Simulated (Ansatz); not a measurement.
Consider the ligand exchange at the Si–C bond: `[SiH3]OC([SiH3])S` + `C/N=C\N` → `C/N=C/N[SiH3]` + `[SiH3]OCS`.

Program: Ansatz. Geometries: PBE0-D4/def2-TZVP. ΔE: electronic, gas phase. CBS: MP2 limit from def2 TZ/QZ plus the TZ coupled-cluster correction, frozen cores. Double bonds are as drawn, so ΔE can hold a change between cis and trans. DFT in def2-TZVPP. One conformer a species, not always the lowest.

```tsv
level	ΔE (kJ/mol)
r2SCAN-D4	-64.4
PBE0-D4	-62.7
B2PLYP	-73.6
PBE	-61.5
SCS-MP2/def2-TZVPP	-74.7
HF/def2-QZVPP	-93.2
HF/CBS(def2)	-93.4
MP2/CBS(def2)	-68.3
```

(1) What does CCSD(T)/CBS give? (Estimate.)

Largest T1 diagnostic among the species: 0.013.

Answers

(1) Ansatz gave: -67.8 kJ/mol. The listed levels differ from it by 3.4, 5.1, -5.8, 6.3, -6.9, -25.4, -25.6, -0.5 kJ/mol.

The D4 term adds +7.5 kJ/mol with B3LYP and +3.9 kJ/mol with PBE0; it sums over pairs of atoms, weighted by their polarisabilities, and B3LYP, whose exchange is more repulsive, gets the larger term. From PBE to PBE0 (25 % exact exchange), in def2-TZVPP and without D4, ΔE moves by −5.0 kJ/mol.

B3LYP here is the variant with VWN-RPA as its local correlation; programs differ in this.
